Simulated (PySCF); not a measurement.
PySCF job for C4H4OSe, SMILES C=C1C[Se]C1=O, PBE0-D3(BJ)/def2-SVP. Geometry optimised at PBE0-D3(BJ)/def2-SVP. This is a generated structure with no PubChem entry under its InChIKey; it may be hypothetical.

```python
import numpy as np
from pyscf import gto, scf, dft, df
from pyscf.hessian import thermo

mol = gto.M(
    atom='''
    C     0.57671874   -2.61159840   -0.00000000
    C     0.43571192   -1.28528941   -0.00000000
    C     1.44417976   -0.16018698   -0.00000000
    Se    0.02848064    1.21281080   -0.00000000
    C    -0.85690800   -0.54355383    0.00000000
    O    -1.99526010   -0.88313128    0.00000000
    H     1.55997385   -3.08931282   -0.00000000
    H    -0.31157116   -3.24900583    0.00000000
    H     2.07356094   -0.11421330    0.89991214
    H     2.07356094   -0.11421330   -0.89991214
    ''',
    basis='def2-SVP',
    charge=0,
    spin=0,
    max_memory=1600,
    verbose=3,
)
mf = dft.RKS(mol, xc='pbe0').density_fit(auxbasis='def2-universal-jkfit')
mf.disp = 'd3bj'
mf.grids.level = 3
mf.conv_tol = 1e-11
mf.max_cycle = 100
mf.kernel()

# analytic Hessian; the response equations are solved on a coarser grid
h, args, fine = mf.Hessian(), (mf.mo_energy, mf.mo_coeff, mf.mo_occ), mf.grids
h.max_memory = max(150, 2.5e-5 * df.make_auxmol(mol, mf.with_df.auxbasis).nao * mol.nelec[0] * (mol.nelec[0] + mol.nao))  # MB; small integral blocks
h1ao = h.make_h1(mf.mo_coeff, mf.mo_occ)
mf.grids = dft.Grids(mol).set(level=1).build(with_non0tab=True)
mo1, mo_e1 = h.solve_mo1(*args, h1ao)
mf.grids = fine
hess = h.hess_elec(*args, mo1, mo_e1, h1ao) + h.hess_nuc()
if mf.do_disp():
    hess += h.get_dispersion()
for i in range(mol.natm):  # the analytic DFT Hessian lacks the response of the grid: restore translational invariance
    hess[i, i] -= hess[i].sum(axis=0)
hess = (hess + hess.transpose(1, 0, 3, 2)) / 2
vib = thermo.harmonic_analysis(mol, hess, imaginary_freq=False)
thermo.dump_normal_mode(mol, vib)
th = thermo.thermo(mf, vib['freq_au'][vib['freq_au'] > 0], 298.15, 101325)
thermo.dump_thermo(mol, th)
g0 = mf.nuc_grad_method().set(verbose=0).kernel()

# dipole derivatives [dipole axis, atom, xyz] from the same response
r, irp = mol.intor('int1e_r'), mol.intor('int1e_irp').reshape(3, 3, mol.nao, mol.nao)
sl, dm0, ok = mol.aoslice_by_atom(), np.array(mf.make_rdm1()), []
dmu = np.einsum('a,xt->xat', mol.atom_charges(), np.eye(3))
for a, (_, _, p0, p1) in enumerate(sl):
    dmu[:, a] += 2 * np.einsum('xtij,ij->xt', irp[:, :, :, p0:p1], dm0.reshape(-1, mol.nao, mol.nao).sum(0)[:, p0:p1])
    for u, c, occ, f in [(mo1, mf.mo_coeff, mf.mo_occ, 4)]:
        dmu[:, a] -= f * np.einsum('tui,xuv,vi->xt', u[a], r, c[:, occ > 0], optimize=True)
L = vib['norm_mode']
ir = 974.8801 * (np.einsum('xat,kat->kx', dmu, L) ** 2).sum(1)       # km/mol
apt = np.einsum('xax->a', dmu) / 3

# polarisability derivatives from nuclear gradients in small electric fields
h0, F = mf.get_hcore(), 0.005
def in_field(f, guess):
    m = mf.copy()
    m.verbose, m.conv_tol, m.conv_tol_grad = 0, 1e-11, 2e-7
    m.get_hcore = lambda *a: h0 + np.einsum('x,xij->ij', f, r)
    m.kernel(guess)
    ok.append(m.converged)
    dm = np.array(m.make_rdm1())
    g = m.nuc_grad_method().kernel() - np.outer(mol.atom_charges(), f)
    for a, (_, _, p0, p1) in enumerate(sl):
        g[a] -= 2 * np.einsum('x,xtij,ij->t', f, irp[:, :, :, p0:p1], dm[:, p0:p1])
    return g, -np.einsum('xij,ij->x', r, dm), dm
E = np.eye(3) * F
g0, _, dm0 = in_field(np.zeros(3), dm0)
gp = [in_field(e, dm0) for e in E]
gm = [in_field(-e, 2 * dm0 - p[2]) for e, p in zip(E, gp)]
alpha = np.array([(p[1] - q[1]) / (2 * F) for p, q in zip(gp, gm)])  # bohr^3
check = abs(np.array([-(p[0] - q[0]) / (2 * F) for p, q in zip(gp, gm)]) - dmu).max()
print('static polarisability / bohr^3:', alpha.round(3))
print('largest difference of analytic and finite-field dipole derivatives / e:', check)
da = np.zeros((3, 3, mol.natm, 3))
for x in range(3):
    da[x, x] = -(gp[x][0] + gm[x][0] - 2 * g0) / F**2
for x, y in ((0, 1), (0, 2), (1, 2)):
    up, down = in_field(E[x] + E[y], gp[x][2] + gp[y][2] - dm0), in_field(-E[x] - E[y], gm[x][2] + gm[y][2] - dm0)
    both = -(up[0] + down[0] - 2 * g0) / F**2
    da[x, y] = da[y, x] = (both - da[x, x] - da[y, y]) / 2
aq = np.einsum('xyat,kat->kxy', da, L) * 0.529177210903**2           # A^2/amu^1/2
a = np.einsum('kxx->k', aq) / 3
g2 = 1.5 * (aq**2).sum((1, 2)) - 4.5 * a**2
raman, depol = 45 * a**2 + 7 * g2, 3 * g2 / (45 * a**2 + 4 * g2 + 1e-12)
print('mode   freq/cm-1   IR/(km/mol)   Raman/(A^4/amu)   depolarisation')
for k, w in enumerate(vib['freq_wavenumber']):
    print(f'{k + 1:4d} {w:11.2f} {ir[k]:13.3f} {raman[k]:17.3f} {depol[k]:16.3f}')
print('max |gradient| / (hartree/bohr):', abs(g0).max())
print('APT charges:', apt.round(4))
```

Program output:

```
converged SCF energy = -2630.57430312133

WARN: DFTD3 does not support analytical Hessian, using finite difference


WARN: Mole.unit (angstrom) is changed to Bohr

Mode                                 0                   1                   2
Irrep
Freq [cm^-1]                       80.7775            267.4029            327.3843
Reduced mass [au]                   3.2942              3.7093              3.5248
Force const [Dyne/A]                0.0127              0.1563              0.2226
Char temp [K]                     116.2208            384.7332            471.0331
Normal mode                   x     y     z       x     y     z       x     y     z
       0   C                -0.00  0.00  0.14   -0.15 -0.01 -0.00    0.00 -0.00  0.05
       1   C                 0.00  0.00 -0.05    0.03  0.01  0.00   -0.00 -0.00 -0.18
       2   C                 0.00  0.00 -0.16    0.03  0.02  0.00   -0.00 -0.00  0.05
       3  Se                -0.00 -0.00  0.03    0.00  0.03 -0.00    0.00  0.00  0.00
       4   C                 0.00  0.00 -0.05    0.04 -0.02  0.00   -0.00 -0.00 -0.13
       5   O                 0.00  0.00 -0.08    0.07 -0.14  0.00   -0.00 -0.00  0.09
       6   H                -0.00 -0.00  0.20   -0.25 -0.20 -0.00    0.00  0.00  0.28
       7   H                -0.00  0.00  0.24   -0.28  0.17 -0.00    0.00 -0.00  0.03
       8   H                 0.13 -0.02 -0.24    0.03  0.03 -0.00   -0.17 -0.11  0.17
       9   H                -0.13  0.02 -0.24    0.03  0.03  0.00    0.17  0.11  0.17
Mode                                 3                   4                   5
Irrep
Freq [cm^-1]                      336.2889            436.6057            596.3062
Reduced mass [au]                   6.9956              8.7965              1.9310
Force const [Dyne/A]                0.4661              0.9880              0.4045
Char temp [K]                     483.8449            628.1784            857.9519
Normal mode                   x     y     z       x     y     z       x     y     z
       0   C                 0.05 -0.01 -0.00    0.02 -0.14  0.00   -0.00  0.00  0.02
       1   C                -0.07 -0.02  0.00    0.03 -0.12  0.00   -0.00  0.00 -0.11
       2   C                -0.07 -0.04 -0.00   -0.00 -0.09 -0.00    0.00 -0.00 -0.01
       3  Se                 0.04  0.05  0.00   -0.03  0.05  0.00   -0.00 -0.00 -0.00
       4   C                -0.09 -0.05  0.00    0.06 -0.03  0.00    0.00  0.00  0.16
       5   O                -0.06 -0.13 -0.00    0.04  0.06 -0.00    0.00 -0.00 -0.06
       6   H                 0.12  0.13 -0.00    0.02 -0.15 -0.00    0.00  0.00 -0.30
       7   H                 0.15 -0.14  0.00    0.03 -0.15  0.00    0.00 -0.00  0.48
       8   H                -0.07 -0.07 -0.00    0.00 -0.07 -0.00   -0.21 -0.10  0.15
       9   H                -0.07 -0.07  0.00    0.00 -0.07  0.00    0.21  0.10  0.15
Mode                                 6                   7                   8
Irrep
Freq [cm^-1]                      636.0743            711.4067            756.6610
Reduced mass [au]                   3.7663              5.5313              1.5893
Force const [Dyne/A]                0.8978              1.6493              0.5361
Char temp [K]                     915.1692           1023.5559           1088.6667
Normal mode                   x     y     z       x     y     z       x     y     z
       0   C                 0.01 -0.07  0.00    0.02  0.03 -0.00   -0.00 -0.00 -0.00
       1   C                 0.08 -0.04 -0.00    0.06  0.03  0.00   -0.00 -0.00 -0.08
       2   C                -0.04  0.15  0.00    0.19 -0.08 -0.00    0.00 -0.00  0.01
       3  Se                 0.02  0.00 -0.00   -0.01  0.01 -0.00   -0.00  0.00 -0.01
       4   C                -0.04 -0.11  0.00   -0.07 -0.06 -0.00    0.00  0.00  0.16
       5   O                -0.09  0.03 -0.00   -0.11 -0.00  0.00    0.00 -0.00 -0.04
       6   H                -0.09 -0.28 -0.00   -0.03 -0.07  0.00    0.00  0.00  0.60
       7   H                -0.11  0.09  0.00   -0.05  0.12 -0.00    0.00 -0.00 -0.48
       8   H                -0.03  0.22 -0.01    0.18 -0.11  0.01    0.07 -0.03 -0.04
       9   H                -0.03  0.22  0.01    0.18 -0.11 -0.01   -0.07  0.03 -0.04
Mode                                 9                  10                  11
Irrep
Freq [cm^-1]                      872.6620            883.8179            947.2596
Reduced mass [au]                   1.3101              2.6039              2.6252
Force const [Dyne/A]                0.5878              1.1984              1.3879
Char temp [K]                    1255.5663           1271.6172           1362.8957
Normal mode                   x     y     z       x     y     z       x     y     z
       0   C                -0.00 -0.00 -0.01    0.05  0.10 -0.00    0.11 -0.03 -0.00
       1   C                -0.00 -0.00 -0.05    0.05  0.05 -0.00    0.03 -0.02 -0.00
       2   C                 0.00  0.00  0.13   -0.12 -0.08  0.00   -0.03 -0.04  0.00
       3  Se                -0.00 -0.00 -0.01    0.00  0.00 -0.00   -0.00 -0.00 -0.00
       4   C                -0.00  0.00  0.00    0.04 -0.12  0.00   -0.06  0.18  0.00
       5   O                -0.00 -0.00  0.00    0.01  0.04  0.00   -0.01 -0.04  0.00
       6   H                 0.00  0.00 -0.08   -0.08 -0.15 -0.00   -0.10 -0.45  0.00
       7   H                 0.00 -0.00  0.23   -0.15  0.38  0.00   -0.14  0.30  0.00
       8   H                 0.48 -0.29 -0.18   -0.11 -0.23 -0.00   -0.03  0.00  0.00
       9   H                -0.48  0.29 -0.18   -0.11 -0.23  0.00   -0.03  0.00 -0.00
Mode                                12                  13                  14
Irrep
Freq [cm^-1]                      965.7196           1077.2275           1162.6144
Reduced mass [au]                   1.3259              1.2045              1.3474
Force const [Dyne/A]                0.7286              0.8235              1.0730
Char temp [K]                    1389.4555           1549.8906           1672.7432
Normal mode                   x     y     z       x     y     z       x     y     z
       0   C                -0.00 -0.00 -0.14    0.00 -0.00 -0.03    0.00 -0.04  0.00
       1   C                -0.00 -0.00  0.04   -0.00 -0.00  0.10   -0.00  0.01 -0.00
       2   C                 0.00  0.00  0.00   -0.00  0.00 -0.07    0.00  0.14  0.00
       3  Se                -0.00  0.00  0.00    0.00 -0.00 -0.00   -0.00 -0.00 -0.00
       4   C                -0.00 -0.00 -0.01    0.00  0.00 -0.01   -0.01  0.02  0.00
       5   O                -0.00  0.00  0.00    0.00 -0.00  0.00    0.00 -0.00 -0.00
       6   H                 0.00  0.00  0.57   -0.00 -0.00  0.15   -0.02 -0.09 -0.00
       7   H                 0.00 -0.00  0.61   -0.00 -0.00 -0.03    0.04 -0.10  0.00
       8   H                -0.01  0.13  0.00   -0.15 -0.61  0.07    0.12 -0.58 -0.04
       9   H                 0.01 -0.13  0.00    0.15  0.61  0.07    0.12 -0.58  0.04
Mode                                15                  16                  17
Irrep
Freq [cm^-1]                     1264.2779           1396.3740           1440.4603
Reduced mass [au]                   4.3893              1.1469              1.1094
Force const [Dyne/A]                4.1336              1.3176              1.3562
Char temp [K]                    1819.0144           2009.0714           2072.5017
Normal mode                   x     y     z       x     y     z       x     y     z
       0   C                 0.08  0.00 -0.00    0.01 -0.03  0.00    0.00 -0.02 -0.00
       1   C                -0.22 -0.01 -0.00   -0.01 -0.09 -0.00    0.00 -0.01  0.00
       2   C                 0.07  0.04 -0.00   -0.01  0.02  0.00    0.08  0.03 -0.00
       3  Se                -0.00  0.00  0.00   -0.00  0.00 -0.00    0.00  0.00  0.00
       4   C                 0.03 -0.07  0.00   -0.00  0.02 -0.00    0.00  0.00  0.00
       5   O                 0.04  0.01  0.00   -0.00 -0.00 -0.00   -0.00 -0.00  0.00
       6   H                -0.07 -0.29 -0.00    0.28  0.56 -0.00    0.07  0.12  0.00
       7   H                -0.08  0.22  0.00   -0.38  0.52  0.00   -0.09  0.11 -0.00
       8   H                 0.06  0.07  0.01    0.14 -0.02 -0.09   -0.51 -0.10  0.40
       9   H                 0.06  0.07 -0.01    0.14 -0.02  0.09   -0.51 -0.10 -0.40
Mode                                18                  19                  20
Irrep
Freq [cm^-1]                     1745.7634           1925.8852           3104.4258
Reduced mass [au]                   7.0041             13.1138              1.0581
Force const [Dyne/A]               12.5770             28.6576              6.0084
Char temp [K]                    2511.7648           2770.9199           4466.5775
Normal mode                   x     y     z       x     y     z       x     y     z
       0   C                 0.02 -0.17  0.00   -0.00 -0.01 -0.00    0.00  0.00  0.00
       1   C                -0.01  0.21  0.00    0.02  0.00 -0.00   -0.00 -0.00  0.00
       2   C                -0.01 -0.03  0.00    0.01 -0.00 -0.00    0.07  0.01  0.00
       3  Se                 0.00 -0.00 -0.00   -0.00 -0.00  0.00   -0.00  0.00 -0.00
       4   C                 0.01 -0.02 -0.00   -0.22 -0.05  0.00   -0.00 -0.00 -0.00
       5   O                -0.00  0.00 -0.00    0.15  0.04  0.00    0.00  0.00 -0.00
       6   H                 0.17  0.07  0.00    0.01  0.02 -0.00    0.01 -0.00  0.00
       7   H                -0.17  0.04  0.00   -0.01  0.01 -0.00   -0.01 -0.01  0.00
       8   H                 0.01  0.02 -0.02    0.00  0.00  0.01   -0.38 -0.03 -0.57
       9   H                 0.01  0.02  0.02    0.00  0.00 -0.01   -0.38 -0.03  0.57
Mode                                21                  22                  23
Irrep
Freq [cm^-1]                     3170.2170           3176.2373           3279.8469
Reduced mass [au]                   1.0619              1.1117              1.1191
Force const [Dyne/A]                6.2878              6.6081              7.0930
Char temp [K]                    4561.2365           4569.8983           4718.9695
Normal mode                   x     y     z       x     y     z       x     y     z
       0   C                 0.01 -0.07 -0.00   -0.00  0.00 -0.00    0.09  0.01 -0.00
       1   C                -0.00  0.01 -0.00    0.00 -0.00 -0.00    0.00  0.00 -0.00
       2   C                 0.00  0.00  0.00   -0.00 -0.00  0.09   -0.00 -0.00  0.00
       3  Se                -0.00 -0.00 -0.00    0.00 -0.00 -0.00    0.00  0.00 -0.00
       4   C                -0.00  0.00  0.00    0.00 -0.00  0.00   -0.00  0.00  0.00
       5   O                 0.00  0.00 -0.00   -0.00  0.00  0.00   -0.00 -0.00  0.00
       6   H                -0.63  0.30  0.00    0.00 -0.00  0.00   -0.59  0.29  0.00
       7   H                 0.55  0.39  0.00   -0.00 -0.00  0.00   -0.54 -0.40 -0.00
       8   H                -0.01 -0.00 -0.01   -0.38 -0.03 -0.55   -0.00 -0.00  0.00
       9   H                -0.01 -0.00  0.01    0.38  0.03 -0.55   -0.00 -0.00 -0.00
temperature 298.1500 [K]
pressure 101325.00 [Pa]
Rotational constants [GHz] 4.34250 1.99187 1.37767
Symmetry number 1
Zero-point energy (ZPE) 0.06962 [Eh]   182799.539 [J/mol]
                           tot       elec      trans        rot        vib
Entropy [J/mol/K]       332.565      0.000    170.989    115.861     45.715
Cv [J/mol/K]             86.436      0.000     12.472     12.472     61.493
Cp [J/mol/K]             94.751      0.000     20.786     12.472     61.493
Internal energy [J/mol]                      3718.434   3718.434 190826.753
Internal energy [Eh]   -2630.49879  -2630.57430
Enthalpy [J/mol]                             6197.391   3718.434 190826.753
Enthalpy [Eh]          -2630.49784
Gibbs free energy [J/mol]                  -44782.935 -30825.491 177196.705
Gibbs free energy [Eh] -2630.53561
static polarisability / bohr^3: [[67.307 -0.399 -0.   ]
 [-0.396 95.176 -0.   ]
 [-0.    -0.    37.13 ]]
largest difference of analytic and finite-field dipole derivatives / e: 0.001661653934783458
mode   freq/cm-1   IR/(km/mol)   Raman/(A^4/amu)   depolarisation
   1       80.78         0.058             2.145            0.750
   2      267.40         1.524             4.679            0.719
   3      327.38         0.402             3.059            0.750
   4      336.29         7.245             4.231            0.226
   5      436.61         5.652             9.116            0.416
   6      596.31        11.592             3.677            0.750
   7      636.07        23.245             5.600            0.505
   8      711.41         6.508            17.137            0.178
   9      756.66         1.930             3.642            0.750
  10      872.66         1.756             3.535            0.750
  11      883.82        29.077             4.725            0.197
  12      947.26       107.682             2.051            0.268
  13      965.72        31.182             3.296            0.750
  14     1077.23         0.197             1.215            0.750
  15     1162.61        10.978             1.445            0.696
  16     1264.28        37.329            11.183            0.272
  17     1396.37        24.285            30.027            0.535
  18     1440.46         0.923            10.749            0.472
  19     1745.76         7.399            83.013            0.239
  20     1925.89       465.028            14.862            0.275
  21     3104.43         7.315           125.332            0.078
  22     3170.22         0.729           118.188            0.105
  23     3176.24         0.401            75.764            0.750
  24     3279.85         0.092            77.100            0.748
max |gradient| / (hartree/bohr): 3.333289832429577e-05
APT charges: [-4.120e-02 -1.737e-01  3.760e-02 -3.047e-01  1.145e+00 -7.947e-01
  5.500e-02  7.620e-02  3.000e-04  3.000e-04]
```

Self-consistency was reached.
